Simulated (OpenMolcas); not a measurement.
# 2s2 2p2 along the 6-electron sequence

```yaml
Program: OpenMolcas
Method: XMS-CASPT2, IPEA 0.25 Eh, imaginary shift 0.1 Eh
Basis: ANO-RCC-VTZP
Scalar_Hamiltonian: DKH2, point nucleus
Spin-orbit_coupling: state interaction with AMFI integrals over the reference wave functions, term energies averaged over their components
```

Active space for each ion: 2 electrons in 3 orbitals (2p); closed shells correlated by CASPT2: 1s 2s.

Computed levels in cm-1 above 3P0:

```tsv
Level	C	N+	O2+	F3+
3P1	15.8	47.3	114	231
3P2	47.2	141	336	675
1D2	10140	15600	20760	25890
1S0	23590	36440	47740	59450
weight of 3P in the lowest level (%)	100	100	100	100
```

Measured, with the error of the calculation in %. Measured levels: C, N+ from NIST Handbook of Basic Atomic Spectroscopic Data; O2+ from Moore, Selected Tables of Atomic Spectra, NSRDS-NBS 3, section 11; F3+ from Moore, Atomic Energy Levels, vol. I, NSRDS-NBS 35 (1971 reprint of NBS Circular 467, 1949).

```csv
Level,C,N+,O2+,F3+
3P1,16.4 (-3.7),48.7 (-2.8),113 (+0.6),225 (+2.4)
3P2,43.4 (+8.8),131 (+7.5),,613 (+10.0)
1D2,10193 (-0.6),15316 (+1.9),20273 (+2.4),25241 (+2.6)
1S0,21648 (+9.0),32689 (+11.5),43186 (+10.5),53544 (+11.0)
```

The fine-structure level 3P2 changes by a factor of 14.3 from C to F3+. Its fourth root runs 2.62, 3.45, 4.28, 5.10, with steps per unit of Z of 0.82, 0.84, 0.82; equal steps would mean a (Z - σ)^4 law with constant σ.

1D2 changes by a factor of 2.55 over the same range, with steps per unit of Z of +5460, +5160, +5130 cm-1.

CASPT2 does not keep the components of a term degenerate, so their means are used; among the terms shown or strongly mixed into the levels shown the widest spread is 620 cm-1 (2s2 2p2 1D, N+). With the s shell closed, the reference lacks s² → p² mixing. Measured partners are found by configuration, term and J. A level has none where our copy of the source lacks it or the pairing is in doubt (some pairs that miss far off the trend of their configuration count as doubtful), and it then counts in no deviation. Levels of configurations outside the active space are missing.
